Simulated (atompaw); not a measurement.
**thallium (Tl): one change to a PAW (atompaw) potential, before and after**

Tl, PAW, made with atompaw 4.2.0.5 (PBE, scalar-relativistic). Core [Xe] 4f14 5d10, reference 6s2 6p1. Waves: 6s (bound): rc 2.20 bohr; 6s channel at -0.35 Ry: rc 2.20 bohr; 6p (bound): rc 2.20 bohr; 6p channel at 0.3 Ry: rc 2.20 bohr; 6d channel at -0.05 Ry: rc 2.20 bohr; 6d channel at 1.9 Ry: rc 2.15 bohr. Local part: bessel scheme, radius 1.95 bohr. Core correction: smooth core density matched at 1.45 bohr. Augmentation charge: sinc compensation charge, radius 1.65 bohr; PAW radius 2.20 bohr; waves and projectors: custom rrkj vanderbiltortho.

Change: wave 6p channel at 0.3 Ry: rc 2.20 bohr becomes 6p channel at 8.98 Ry: rc 2.20 bohr.

Cutoffs: the cutoffs (Ry, on a coarse ladder) from which the occupation-weighted sum of valence levels, in a spherical-Bessel basis at the reference potential, stays within 10 and 1 mRy of its value at 400 Ry; they do not see the model core or the augmentation charge, which bear on the density cutoff.

Question: What does the change do?

Answer: Both files are very soft, the changed one slightly harder (loose and tight cutoff 6 and 12 Ry → 8 and 12 Ry on this coarse ladder); both files keep a bound ghost (d); the range in which the p phases agree widens (upper end 1.1 → at the end of the scan).

```csv
quantity,base,changed
"cutoff, loose",6 Ry,8 Ry
"cutoff, tight",12 Ry,12 Ry
loose cutoff by channel (10 mRy a level),"s 6 Ry, p 6 Ry","s 6 Ry, p 8 Ry"
bound ghosts,d,d
s: phases at 2.21 bohr within 0.05 rad from the reference energy up to (Ry; the scan ends near 5),4.5,4.5
p: phases at 2.21 bohr within 0.05 rad from the reference energy up to (Ry; the scan ends near 5),1.1,to the end of the scan
d: phases at 2.21 bohr within 0.05 rad from the reference energy up to (Ry; the scan ends near 5),to the end of the scan,to the end of the scan
lowest overlap eigenvalue by channel,"s 0.38, p 0.61, d 0.22","s 0.38, p 1.00, d 0.22"
```

 A true bound ghost makes a file unfit for plane-wave use even where its test errors are small: the radial tests pick states by their node count and pass the ghost by. The cutoffs see the waves, projectors and local potential, not the compensation charge or the core.
